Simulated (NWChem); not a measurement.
# PbI cation, singlet; SMILES [I][Pb+]

```xyz
2

Pb     0.0000     0.0000    -1.0776
I      0.0000     0.0000     1.6461
```
Atoms are numbered in this order, from 1.

Level: PBE-D3(BJ)/def2-SVP with def2 effective core potentials on I, Pb (NWChem), optimised geometry, unscaled harmonic frequencies. Low-valent species are run as closed-shell singlets; no triplet was tried in these runs. def2 effective core potentials on I, Pb; no spin-orbit coupling.

Task: List the harmonic frequencies with IR intensities, and the thermochemistry.

Result: 
```tsv
frequency (cm⁻¹)	IR intensity (km/mol)
195	13.1
```

```json
{
 "zero_point_energy": "0.3 kcal/mol",
 "thermal correction to the enthalpy at 298.15 K (with zero-point energy)": "2.7 kcal/mol",
 "heat capacity Cv": "6.8 cal/(mol K)",
 "entropy at 298.15 K and 1 atm (symmetry number 1)": "65.1 cal/(mol K)"
}
```

Rigid rotor and harmonic oscillator.
